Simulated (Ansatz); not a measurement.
Saddle point of CH$_{6}$ClGa, closed shell (GaH₂Cl ([Cl][GaH2]) + CH₄ → CH₅Ga ([CH3][GaH2]) + HCl; bonds formed: Ga1–C6, Cl2–H5; bonds broken: Ga1–Cl2, H5–C6), PBE0-D4/def2-TZVP structure:

```xyz
9
angstrom
Ga -0.9646 -0.0532 -0.6385
Cl -0.9759 -1.5497 1.4026
H -0.8940 -1.0419 -1.8385
H -2.0170 1.0467 -0.3147
H 0.0459 -0.6255 0.8901
C 0.9329 0.4160 0.1181
H 1.7394 -0.3174 0.0607
H 1.1084 1.1168 -0.7105
H 1.0249 1.0081 1.0307
```

Energies are electronic, without zero-point energy. Barriers and step energies count from the start structure reached by relaxing down the imaginary mode; all methods use the PBE0-D4 structures, on which another method's saddle can fall below an end. Ansatz 0.2.0; basis: def2-TZVPP, with def2-QZVPP for the basis limit; cores frozen in the correlated methods. Filled d shells of the heavier atoms are correlated. The def2 sets are not built for correlating such inner shells, so the correlated values are less sure here. B3LYP uses VWN-RPA correlation. Extrapolation: Hartree–Fock as exp(−7.88 √X), correlation as X^−2.97.

```tsv
method	barrier (kcal/mol)	step energy (kcal/mol)
SPW92	29.26	29.06
PBE-D4	?	31.81
BLYP-D4	41.69	33.08
r2SCAN-D4	?	33.45
B97M-V	44.64	34.40
PBE0-D4	40.47	32.78
B3LYP-D4	44.18	33.77
r2SCAN0-D4	42.19	33.90
BHLYP-D4	48.85	35.19
CAM-B3LYP-D4	44.96	33.31
wB97X-V	44.97	33.08
wB97M-V	44.03	32.56
B2PLYP	45.03	33.80
PBE-QIDH	42.96	33.18
RPA on PBE	?	30.74
HF	60.86	39.06
MP2	42.65	32.22
CCSD	46.78	32.58
CCSD(T)	44.19	31.98
```

Question: Fill in the withheld barriers. (An estimate is asked for; the value comes from the calculation.)

Answer: The calculation gives: PBE-D4 36.90; r2SCAN-D4 39.61; RPA on PBE 43.62 kcal/mol. Each is the energy of the saddle less that of the start structure, by the same method.

For comparison, the barrier by CCSD(T) at an estimated basis limit (MP2 extrapolated from triple and quadruple zeta, plus CCSD(T) − MP2 in triple zeta) is 43.52 kcal/mol.

The T1 diagnostic stays at or below 0.012.

Labels in which every atom is bracketed show which atoms are joined, not bond orders.

For scale, one of the runs: CCSD(T)/def2-TZVPP, 205 basis functions (an equivalent command: `ansatz run in.yaml --threads 4`). Hardware: 4 CPU threads, shared host. Wall time 110 s; peak host memory 2.5 GiB.
